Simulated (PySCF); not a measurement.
# Electronic structure of Ru⁺ (ruthenium, charge +1) at the UHF level

Configuration: [Kr] 4d7, high-spin 4F determinant. Computed with PySCF 2.14 in x2c-TZVPall, with scalar relativity by spin-free X2C-1e.

```json
{"Total energy": "-4527.756182 hartree", "One-electron energy": "-6235.0547 hartree", "Hartree (Coulomb) energy": "1839.7719 hartree", "Exchange energy": "-132.4734 hartree", "⟨S²⟩": "3.7547", "⟨L²⟩": "12.038", "Sum of ⟨r⟩": "28.32 bohr", "Sum of ⟨r²⟩": "36.78 bohr²", "Langevin diamagnetic susceptibility": "-29.1 ×10⁻⁶ cm³/mol", "Time after the integrals": "0.35 s of wall time on 1 thread of Neoverse-V2 (shared host)"}
```

```csv
shell,electrons,mean orbital energy (hartree),spread (hartree),"rms radius, mean of both spins (bohr)"
1s β,1,-817.35604,0,0.0384
1s α,1,-817.35515,0,0.0384
2s α,1,-120.67969,0,0.158
2s β,1,-120.65289,0,0.158
2p α,3,-107.90690,0,0.140
2p β,3,-107.88038,0,0.140
3s α,1,-22.72937,0,0.428
3s β,1,-22.71618,0,0.428
3p α,3,-18.41613,0,0.432
3p β,3,-18.39956,0,0.432
3d α,5,-11.47221,0.00938,0.419
3d β,5,-11.43288,0.03596,0.419
4s α,1,-3.79214,0,1.10
4s β,1,-3.62534,0,1.10
4p α,3,-2.52815,0,1.22
4p β,3,-2.30946,0,1.22
4d α,5,-0.69690,0.03593,1.78
4d β,2,-0.60967,0,1.78
```

Densities and radii are taken from the X2C orbitals without a picture-change correction, which distorts them close to the nucleus.
